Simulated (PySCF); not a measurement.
## A survey of 33S NMR shifts

Calculated, not measured (PySCF): GFN2-xTB geometry, GIAO PBE0/pcSseg-1 shieldings. Non-relativistic Hamiltonian, averaged over atoms made equivalent by symmetry, fast rotation or ring inversion, in vacuum, one conformer.

Shieldings were converted by a linear fit to measured shifts: 33S (scatter 33.3 ppm rms vs sulfate, solution or neat liquid). A few per cent of atoms miss by over 2 rms, more outside the fitted compound classes.

**Question.** Give the 33S shifts of `CSc1ccc(SC(F)(F)F)o1`.

**Answer.** 
| compound | environment | δ (ppm) |
| --- | --- | --- |
| [CH3:1][S:2][c:3]1[cH:4][cH:5][c:6]([S:7][C:8]([F:9])([F:10])[F:11])[o:12]1 | S7: sulfide sulfur | -199 |
| [CH3:1][S:2][c:3]1[cH:4][cH:5][c:6]([S:7][C:8]([F:9])([F:10])[F:11])[o:12]1 | S2: sulfide sulfur | -304 |

**Question.** Match the shifts -4, -296, -406, -511 ppm to `O[Si]1(O)SCCS1`, `CS(=O)(=O)O/C=C(/F)C=O`, `C[C@@H]1[SiH2]SC[C@@]1(C)F`, `C=C(C)[SiH2][C@@H](F)SC`.

**Answer.** -4: CS(=O)(=O)O/C=C(/F)C=O (sulfonyl sulfur); -296: C=C(C)[SiH2][C@@H](F)SC (sulfide sulfur); -406: O[Si]1(O)SCCS1 (sulfur bonded to C, Si, in a 5-membered ring); -511: C[C@@H]1[SiH2]SC[C@@]1(C)F (sulfur bonded to C, Si, in a 5-membered ring).
